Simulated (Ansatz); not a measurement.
Relaxation of TaSi₃⁻ with RKS PBE-D4/def2-SVPD.

```sh
$ ansatz run in.yaml --threads 4 --pin off --events-out ev --progress --plain --max-ram 3916MiB
```

```yaml
crystal:
  periodic: [false, false, false]
  atoms:
    - {symbol: Ta, position_ang: [-1.344830, -2.341200, 0.256430]}
    - {symbol: Si, position_ang: [-0.522800, 1.529420, -0.659590]}
    - {symbol: Si, position_ang: [1.595610, 1.309130, -0.051290]}
    - {symbol: Si, position_ang: [0.272020, -0.497360, 0.454460]}
basis:
  gaussian: {orbitals: def2-SVPD}
total_charge: -1
hamiltonian: {xc: pbe, dispersion: d4}
scf: {omitted_lower_state_checks: [starts]}
output: {orbitals: {seedname: orbitals}}
relax: {f_tol: 0.02, max_steps: 100}
```

It took 20 s on 4 threads of Arm Neoverse V2 on a shared host.

Positions (Å) and forces (eV/Å) at steps 1, 2, 3, 4, 5, 6, 7, 8, 9, 10, 11, 13 of 13:

```xyz
4
step=1 energy=-25161.7834 eV
Ta   -1.345   -2.341    0.256    0.999    1.467    0.102
Si   -0.523    1.529   -0.660   -0.773   -0.297   -0.134
Si    1.596    1.309   -0.051    0.762    0.080    0.254
Si    0.272   -0.497    0.454   -0.989   -1.250   -0.222
4
step=2 energy=-25161.9799 eV
Ta   -1.282   -2.155    0.238   -1.033   -0.620   -0.184
Si   -0.581    1.429   -0.655   -0.271   -0.332   -0.020
Si    1.585    1.282   -0.027    0.234    0.222    0.072
Si    0.279   -0.556    0.443    1.070    0.730    0.133
4
step=3 energy=-25162.2187 eV
Ta   -1.363   -2.032    0.195   -0.357    0.340   -0.213
Si   -0.628    1.279   -0.644   -0.182   -0.531    0.064
Si    1.578    1.346   -0.016   -0.022    0.157   -0.003
Si    0.413   -0.593    0.465    0.561    0.034    0.151
4
step=4 energy=-25162.5489 eV
Ta   -1.402   -1.853    0.134   -0.292    0.663   -0.320
Si   -0.676    1.111   -0.621   -0.163   -0.758    0.155
Si    1.548    1.378   -0.019   -0.106    0.218   -0.083
Si    0.530   -0.636    0.506    0.561   -0.122    0.248
4
step=5 energy=-25162.9317 eV
Ta   -1.443   -1.676    0.065    0.194    0.849   -0.225
Si   -0.725    0.935   -0.591    0.111   -0.627    0.231
Si    1.519    1.417   -0.031   -0.394    0.089   -0.166
Si    0.649   -0.676    0.558    0.088   -0.311    0.160
4
step=6 energy=-25163.0891 eV
Ta   -1.445   -1.495   -0.008   -0.563   -0.540   -0.094
Si   -0.741    0.794   -0.546    0.089    0.535   -0.112
Si    1.454    1.429   -0.067   -0.125   -0.124   -0.047
Si    0.731   -0.728    0.620    0.600    0.128    0.254
4
step=7 energy=-25163.1777 eV
Ta   -1.378   -1.543   -0.166    0.141    0.174   -0.099
Si   -0.802    0.865   -0.395   -0.069    0.057    0.010
Si    1.488    1.345   -0.230   -0.244   -0.343    0.006
Si    0.693   -0.667    0.791    0.171    0.111    0.083
4
step=8 energy=-25163.2718 eV
Ta   -1.260   -1.514   -0.312    0.310    0.322    0.052
Si   -0.870    0.924   -0.261   -0.084   -0.058   -0.012
Si    1.460    1.206   -0.370   -0.191   -0.283    0.056
Si    0.670   -0.616    0.943   -0.036    0.018   -0.096
4
step=9 energy=-25163.3276 eV
Ta   -1.113   -1.434   -0.416    0.141    0.059    0.012
Si   -0.954    0.999   -0.183    0.198   -0.170    0.199
Si    1.388    1.046   -0.462   -0.059   -0.094   -0.026
Si    0.678   -0.611    1.060   -0.281    0.205   -0.185
4
step=10 energy=-25163.3114 eV rejected
Ta   -0.975   -1.400   -0.537    0.260    0.676    0.439
Si   -0.969    1.029   -0.034   -0.075   -0.280   -0.381
Si    1.343    0.900   -0.584   -0.218   -0.039    0.163
Si    0.600   -0.529    1.154    0.032   -0.357   -0.222
4
step=11 energy=-25163.3491 eV
Ta   -1.038   -1.407   -0.468   -0.037   -0.037   -0.044
Si   -0.960    1.006   -0.109    0.040    0.043   -0.024
Si    1.365    0.975   -0.520   -0.078   -0.028    0.035
Si    0.633   -0.575    1.098    0.076    0.023    0.033
4
step=13 energy=-25163.3498 eV
Ta   -1.033   -1.403   -0.474    0.002    0.002    0.003
Si   -0.961    1.011   -0.109    0.008   -0.001   -0.001
Si    1.357    0.968   -0.522   -0.008   -0.001    0.003
Si    0.638   -0.575    1.104   -0.002    0.001   -0.004
```

In the def2 sets Ta takes a core potential; there is no spin–orbit coupling. The restricted singlet is unstable towards broken spin symmetry at other levels; at PBE-D4/def2-SVPD this wasn't settled. The highest occupied level of the charge -1 singlet lies above zero (up to 0.37 eV). The electron is either unbound and held by the finite basis, or the level is raised by self-interaction error. At PBE-D4/def2-SVPD a triplet of charge -1 lies 0.96 eV below the restricted singlet, each at its own geometry. The structure comes from a short search, and lower isomers may exist.
